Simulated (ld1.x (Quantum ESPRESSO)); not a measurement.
silver (Ag): excitation energies, all-electron against RRKJ

```json
{
 "Element": "Ag",
 "Generator": "ld1.x (Quantum ESPRESSO) 7.5",
 "Type": "norm-conserving RRKJ (Kleinman–Bylander form)",
 "Functional": "PBEsol",
 "Relativity": "scalar-relativistic",
 "Frozen core": "[Ar] 3d10",
 "Valence charge": "19",
 "Reference configuration": "4s2 4p6 4d10 5s0.75 5p0 (charge +0.25)",
 "Partial waves": "4p (bound): rc 1.15 bohr; 4d (bound): rc 1.45 bohr; 4f channel at 0.1 Ry: rc 1.55 bohr; 4s (bound): rc 1.00 bohr",
 "Local potential": "the s channel",
 "Core correction": "none",
 "rho0": "0.01"
}
```

Occupied shells without a wave of their own: 5s. They enter only through the test configuration that unscreens the potential.

Energies are relative to the spin-unpolarised reference configuration 4s2 4p6 4d10 5s0.75 5p0; without spin polarisation the order of configurations can differ from experiment.

```csv
valence configuration,charge,ΔE all-electron (eV),error AE − PS (meV)
4s2 4p6 4d10 5s0 5p0,+1,6.441,-100
4s2 4p6 4d9 5s0 5p0,+2,28.554,-152
4s2 4p5 4d10 5s1 5p0,+1,63.889,+5.0
4s2 4p6 4d10 5s0 5p1,0,2.625,-64
4s2 4p6 4d9 5s1 5p1,0,7.303,+65
```

Question: What are ΔE and the potential's error for 4s2 4p6 4d9 5s2 5p0?

Answer: ΔE = 2.746 eV all-electron; the error (AE − PS) is +159 meV.

Question: What are ΔE and the potential's error for 4s2 4p6 4d10 5s1 5p0?

Answer: ΔE = -1.304 eV all-electron; the error (AE − PS) is +25 meV.

Levels in the configuration 4s2 4p6 4d9 5s1 5p1:

```csv
level,all-electron (eV),pseudo (eV)
4s,-100.965,-100.904
4p,-64.358,-64.301
4d,-12.518,-12.470
5s,-6.790,-6.902
5p,-2.083,-2.095
```

ld1.x printed “convergence not achieved” for 4 of the counted tests; their residual had stalled under 1e-8, short of the target of 1e-14.
